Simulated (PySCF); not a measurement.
C₂H₇NSi₂, SMILES N[Si@@H]1C=C[SiH2]1. Atoms are numbered in the order given.

```xyz
12

N      2.2240    -0.6808     0.1354
Si     0.8188     0.1265    -0.4516
C     -0.1264     1.3950     0.5936
C     -1.3938     0.9141     0.6525
Si    -1.3329    -0.7747    -0.1975
H      2.2295    -1.1837     1.0139
H      3.1542    -0.4050    -0.1536
H      1.2159     0.6801    -1.7837
H      0.1692     2.3518     1.0477
H     -2.2225     1.4569     1.1274
H     -2.2826    -0.9893    -1.3372
H     -1.5135    -1.9241     0.7487
```

The structure is a stationary point at PBE0-D3(BJ)/def2-SVP. The structure was generated by enumeration; whether it is a known compound was not checked. Other conformers were not sampled.

These are PBE/pcSseg-1 in PySCF values and carry that method's errors.

GIAO shieldings, no solvent; atoms listed in one row are averaged. δ = σ(ref) − σ: ¹⁵N against NH3 (σ = 267.0 ppm); ²⁹Si against TMS (σ = 335.4 ppm); ¹³C against TMS (σ = 182.0 ppm); ¹H against TMS (σ = 31.49 ppm), references at their B3LYP-D3(BJ)/def2-TZVP geometries, non-relativistic.

Computed chemical shifts:
| nucleus | atoms | count | δ (ppm) |
|---|---|---|---|
| ¹⁵N | N1 | 1 | 30.2 |
| ²⁹Si | Si2 | 1 | -22.1 |
| ²⁹Si | Si5 | 1 | -40.7 |
| ¹³C | C3 | 1 | 182.4 |
| ¹³C | C4 | 1 | 166.9 |
| ¹H | H9 | 1 | 7.88 |
| ¹H | H10 | 1 | 7.82 |
| ¹H | H8 | 1 | 5.65 |
| ¹H | H11 | 1 | 5.32 |
| ¹H | H12 | 1 | 5.11 |
| ¹H | H7 | 1 | 1.30 |
| ¹H | H6 | 1 | 0.79 |
